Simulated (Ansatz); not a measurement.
```yaml
crystal:
  periodic: [false, false, false]
  atoms:
    - {symbol: N, position_ang: [-1.283313, 0.853776, -0.653800]}
    - {symbol: Nb, position_ang: [0.433227, -0.049422, -0.441078]}
    - {symbol: N, position_ang: [0.609234, -0.826064, 1.340297]}
    - {symbol: S, position_ang: [0.520902, -1.640010, -1.864187]}
    - {symbol: Cl, position_ang: [2.121740, 1.499506, -0.738610]}
    - {symbol: H, position_ang: [-1.628914, 1.570215, -0.028810]}
    - {symbol: H, position_ang: [-1.965914, 0.651378, -1.369734]}
    - {symbol: H, position_ang: [0.487132, -0.307103, 2.200015]}
    - {symbol: H, position_ang: [0.794306, -1.798575, 1.538907]}
basis:
  gaussian: {orbitals: def2-mTZVP}
hamiltonian: {xc: {name: HF}, pseudopotentials: {relativity: none}}
scf: {lower_state_search: light}
output: {forces: true}
```

```sh
$ ansatz run in.yaml --threads 4 --pin off --events-out ev --progress --plain --max-ram 10444MiB
```

Output, abridged:

```
Functional definition: HF
1211 factors; integrals over basis functions are off by at most 1.1e-3 eV
mean field evaluation 1: about -27879.6511 eV, gradient 5.8e1 eV
mean field evaluation 2: about -27879.6701 eV, gradient 5.8e1 eV
mean field evaluation 4: about -27886.6135 eV, gradient 1.1e1 eV
mean field evaluation 8: about -27886.9430 eV, gradient 2.1e-1 eV
mean field -27886.94360041 eV, -1024.8262748658 hartree, gradient 2.7e-5 eV, S^2 0.000000; 0 other end points of the search recorded, 0 dependent functions left out
reference -27886.94360041 eV, -1024.8262748658 hartree; 32, 32 occupied and 95, 95 virtual orbitals, 1211 factors
Total energy: -27886.94360041 eV, -1024.8262748658 hartree
Atom 0 at    -1.283313     0.853776    -0.653800 Å, force    -0.620472     0.367350    -0.051590 eV/Å
Atom 1 at     0.433227    -0.049422    -0.441078 Å, force    -0.445212    -0.508899    -0.006032 eV/Å
Atom 2 at     0.609234    -0.826064     1.340297 Å, force     0.070850    -0.245214     0.676842 eV/Å
Atom 3 at     0.520902    -1.640010    -1.864187 Å, force     0.038313    -0.134763    -0.149998 eV/Å
Atom 4 at     2.121740     1.499506    -0.738610 Å, force     0.536533     0.521473    -0.069975 eV/Å
Atom 5 at    -1.628914     1.570215    -0.028810 Å, force     0.136419    -0.331526    -0.319995 eV/Å
Atom 6 at    -1.965914     0.651378    -1.369734 Å, force     0.317630     0.115312     0.377362 eV/Å
Atom 7 at     0.487132    -0.307103     2.200015 Å, force     0.071483    -0.274598    -0.387693 eV/Å
Atom 8 at     0.794306    -1.798575     1.538907 Å, force    -0.105544     0.490867    -0.068920 eV/Å
Dipole moment:    -0.613078     0.157506     0.714676 e Å
```

Hardware: 4 threads of an Intel Xeon 6975P-C on a shared host. Wall time 0.85 s, peak host memory 0.46 GiB.
